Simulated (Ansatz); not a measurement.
System: MoH, charge 0, multiplicity 4. The spin state was set by rule; other spins were not relaxed. 
Structure (B3LYP-D3(BJ)/def2-TZVP (Ansatz, an electronic-structure program) minimum search):
```xyz
2

Mo     0.0000     0.0000    -0.0396
H      0.0000     0.0000     1.6640
```
Charge 0, spin multiplicity 4.

Basis-set convergence of Hartree-Fock and MP2 correlation energies (hartree) with Ansatz. Cores are frozen in the correlated levels unless marked. Open shells are spin-unrestricted. No spin-orbit coupling. The frozen core is the preceding noble-gas configuration, with the filled d and f shells of earlier blocks. In def2 rows, elements after Kr have scalar-relativistic effective core potentials. The program attaches cautions to a run behind MP2/def2-SVP: other amplitudes. The program attaches cautions to a run behind MP2/def2-TZVPP: other amplitudes. The program attaches cautions to a run behind MP2/def2-QZVPP: other amplitudes.

The UHF reference is spin-contaminated (<S^2> 1.03 over the pure value in the largest basis). The T1 diagnostic of CCSD in the largest basis is 0.135, which is high, so the coupled-cluster rows are less sure than usual.

| basis | functions | E(HF) | E(corr, MP2) |
|---|---|---|---|
| def2-SVP | 36 | -68.02671 | -0.07985 |
| def2-TZVPP | 70 | -68.04976 | -0.11133 |
| def2-QZVPP | 111 | -68.05158 | -0.11863 |

Extrapolating the two largest sets (X = 3 and 4) as X^-3: E(corr) = (64·(-0.11863) - 27·(-0.11133))/37 = -0.1240 Eh, an estimate of the basis-set limit. The largest set recovers 95.7 % of it, the smallest 64.4 %.
